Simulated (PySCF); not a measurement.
3-bromo-1,1-difluoropropa-1,2-diene (C3HBrF2), SMILES FC(F)=C=CBr.

Geometry optimised at B3LYP-D3(BJ)/def2-SVP.

The numbers are results of B3LYP-D3(BJ)/def2-SVP run with PySCF, not measurements.

Frequencies are harmonic and unscaled.

| mode | ν (cm⁻¹) | IR (km/mol) | Raman (Å⁴/amu) | depolarisation | moving atoms (share of kinetic energy) |
|---|---|---|---|---|---|
| 1 | 88 | 0.0 | 3.3 | 0.65 | C 38 %, F 34 %, Br 27 % |
| 2 | 108 | 0.0 | 1.6 | 0.75 | F 65 %, C 28 % |
| 3 | 250 | 0.6 | 5.2 | 0.75 | C 54 %, F 27 %, H 17 % |
| 4 | 336 | 1.2 | 10.0 | 0.25 | C 57 %, Br 22 %, F 20 % |
| 5 | 536 | 19.3 | 2.0 | 0.74 | F 61 %, C 37 % |
| 6 | 598 | 11.5 | 7.7 | 0.63 | C 86 %, F 13 % |
| 7 | 608 | 11.3 | 0.4 | 0.75 | C 61 %, F 34 % |
| 8 | 653 | 76.0 | 13.3 | 0.22 | C 84 %, H 8 % |
| 9 | 822 | 16.3 | 2.6 | 0.75 | H 71 %, C 28 % |
| 10 | 847 | 133.3 | 8.5 | 0.20 | F 62 %, C 33 % |
| 11 | 1195 | 92.8 | 17.3 | 0.52 | H 87 %, C 11 % |
| 12 | 1299 | 275.6 | 0.7 | 0.75 | C 72 %, F 28 % |
| 13 | 1472 | 184.8 | 4.1 | 0.75 | C 88 %, F 9 % |
| 14 | 2104 | 562.6 | 19.6 | 0.35 | C 99 % |
| 15 | 3184 | 0.5 | 130.2 | 0.28 | H 91 %, C 9 % |
